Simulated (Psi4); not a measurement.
Two rigid molecules brought together: CH4 ··· CH5N (SMILES C and CN). Monomers: optimised at B3LYP-D3(BJ) (def2-TZVP), held rigid. Orientation: a random orientation, not optimised. R is the distance of the centres of mass, along which the second monomer moves.

Geometry at R = 3.85 Å (first 5 atoms: monomer A):
```
12

C      0.0000     0.0000     0.0000
H     -0.6152    -0.8000    -0.4097
H     -0.4095     0.9633    -0.3009
H      0.0071    -0.0679     1.0870
H      1.0176    -0.0955    -0.3763
C     -0.2269    -1.8956    -3.2305
N      0.6057    -0.9134    -3.9238
H     -0.1559    -2.8544    -3.7464
H      0.1580    -2.0432    -2.2202
H     -1.2910    -1.6334    -3.1509
H      0.2759    -0.7675    -4.8702
H      0.5665    -0.0157    -3.4564
```

Calculation: Psi4 with SAPT0/jun-cc-pVDZ, frozen core.

Components in kJ/mol:

```json
[
 {"R / Å": "3.21", "electrostatics": "-15.86", "exchange": "51.17", "induction": "-4.14", "dispersion": "-13.01", "total": "18.15"},
 {"R / Å": "3.41", "electrostatics": "-8.39", "exchange": "26.95", "induction": "-2.11", "dispersion": "-8.72", "total": "7.72"},
 {"R / Å": "3.63", "electrostatics": "-4.18", "exchange": "13.12", "induction": "-1.00", "dispersion": "-5.73", "total": "2.20"},
 {"R / Å": "3.85", "electrostatics": "-2.11", "exchange": "6.30", "induction": "-0.47", "dispersion": "-3.85", "total": "-0.13"},
 {"R / Å": "4.08", "electrostatics": "-1.07", "exchange": "2.89", "induction": "-0.21", "dispersion": "-2.59", "total": "-0.98"},
 {"R / Å": "4.26", "electrostatics": "-0.65", "exchange": "1.56", "induction": "-0.12", "dispersion": "-1.93", "total": "-1.14"},
 {"R / Å": "4.57", "electrostatics": "-0.30", "exchange": "0.53", "induction": "-0.04", "dispersion": "-1.20", "total": "-1.01"},
 {"R / Å": "4.88", "electrostatics": "-0.16", "exchange": "0.18", "induction": "-0.02", "dispersion": "-0.77", "total": "-0.77"},
 {"R / Å": "5.31", "electrostatics": "-0.09", "exchange": "0.04", "induction": "-0.01", "dispersion": "-0.44", "total": "-0.50"},
 {"R / Å": "6.06", "electrostatics": "-0.04", "exchange": "0.00", "induction": "0.00", "dispersion": "-0.19", "total": "-0.23"},
 {"R / Å": "7.05", "electrostatics": "-0.02", "exchange": "0.00", "induction": "0.00", "dispersion": "-0.07", "total": "-0.09"},
 {"R / Å": "8.36", "electrostatics": "-0.01", "exchange": "0.00", "induction": "0.00", "dispersion": "-0.03", "total": "-0.03"}
]
```
